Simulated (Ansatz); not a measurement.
Geometry optimisation, RHF/def2-SVP in Ansatz 0.2.0.

Input file:

```yaml
crystal:
  periodic: [false, false, false]
  atoms:
    - { symbol: Hf, position_ang: [0.0, 0.0, 0.0] }
    - { symbol: Cl, position_ang: [0.0, 0.0, 2.87] }
    - { symbol: Cl, position_ang: [2.3764, 0.0, -0.8392] }
    - { symbol: F, position_ang: [-0.9326, 1.6157, -0.6593] }
    - { symbol: F, position_ang: [-0.9326, -1.6157, -0.6593] }
    - { symbol: "N", position_ang: [1.3164, 1.9852, 0.7915] }
    - { symbol: H, position_ang: [2.1729, 1.8447, 1.3999] }
    - { symbol: Si, position_ang: [0.8002, 3.6657, 0.3207] }
    - { symbol: H, position_ang: [0.2091, 3.6381, -1.014] }
    - { symbol: H, position_ang: [-0.1852, 4.1591, 1.2785] }
    - { symbol: H, position_ang: [1.9619, 4.55, 0.3195] }
    - { symbol: H, position_ang: [0.8964, 1.3518, 2.0511] }
basis:
  gaussian: { orbitals: def2-SVP }
hamiltonian:
  xc: hf
relax:
  f_tol: 0.15
  max_steps: 25
  restrain:
    - { distance: [0, 5], at: 3.41, k: 30.0 }
    - { distance: [11, 1], at: 2.57, k: 30.0 }
    - { distance: [0, 1], at: 2.52, k: 30.0 }
    - { distance: [11, 5], at: 1.06, k: 30.0 }
output:
  orbitals: {}
```

Run as:

```bash
$ ansatz run input.yaml --threads 4 --pin off --max-ram 5120MiB --backend cpu --events-out ev --progress --plain --runs-dir out
```

Q: Where does it end, and by what steps?

A: It converged. The restraints hold the end off the free minimum; the threshold counts their pulls, which the force column leaves out. Restrained pairs: Hf1–N6 (2.51 → 3.39 Å), Cl2–H12 (1.82 → 2.58 Å), Hf1–Cl2 (2.87 → 2.48 Å), N6–H12 (1.47 → 1.03 Å). After 14 steps the energy has fallen by 4.157 eV (the restraints' own energy left out); H11 moved furthest, 1.15 Å.

```json
{"step": "0", "energy less start (eV)": "0.0000", "largest force component (eV/Å)": "5.896", "accepted": "yes"}
{"step": "1", "energy less start (eV)": "-0.9964", "largest force component (eV/Å)": "4.845", "accepted": "yes"}
{"step": "2", "energy less start (eV)": "-1.9777", "largest force component (eV/Å)": "5.810", "accepted": "yes"}
{"step": "3", "energy less start (eV)": "-3.0771", "largest force component (eV/Å)": "3.529", "accepted": "yes"}
{"step": "4", "energy less start (eV)": "-3.7387", "largest force component (eV/Å)": "1.897", "accepted": "yes"}
{"step": "5", "energy less start (eV)": "-3.9290", "largest force component (eV/Å)": "1.727", "accepted": "yes"}
{"step": "6", "energy less start (eV)": "-4.0439", "largest force component (eV/Å)": "1.363", "accepted": "yes"}
{"step": "7", "energy less start (eV)": "-4.0959", "largest force component (eV/Å)": "1.316", "accepted": "yes"}
{"step": "8", "energy less start (eV)": "-4.1056", "largest force component (eV/Å)": "1.275", "accepted": "yes"}
{"step": "9", "energy less start (eV)": "-4.1339", "largest force component (eV/Å)": "1.367", "accepted": "yes"}
{"step": "10", "energy less start (eV)": "-4.1402", "largest force component (eV/Å)": "1.283", "accepted": "yes"}
{"step": "11", "energy less start (eV)": "-4.1476", "largest force component (eV/Å)": "1.312", "accepted": "yes"}
{"step": "12", "energy less start (eV)": "-4.1564", "largest force component (eV/Å)": "1.308", "accepted": "yes"}
{"step": "13", "energy less start (eV)": "-4.1538", "largest force component (eV/Å)": "1.249", "accepted": "no"}
{"step": "14", "energy less start (eV)": "-4.1575", "largest force component (eV/Å)": "1.298", "accepted": "yes"}
```

```xyz
12
Properties=species:S:1:pos:R:3
Hf -0.171 -0.403 0.007
Cl -0.021 -0.160 2.473
Cl 1.872 -0.906 -1.084
F -1.153 0.971 -0.863
F -1.241 -1.941 -0.259
N 1.526 2.361 0.994
H 2.497 2.178 0.807
Si 0.910 3.942 0.564
H 1.123 4.138 -0.887
H -0.531 3.968 0.897
H 1.582 5.053 1.286
H 1.290 1.992 1.925
```

The run took 40 s on 4 threads of Intel(R) Xeon(R) Platinum 8488C (Sapphire Rapids), with other jobs on the host, peak memory 0.49 GiB.
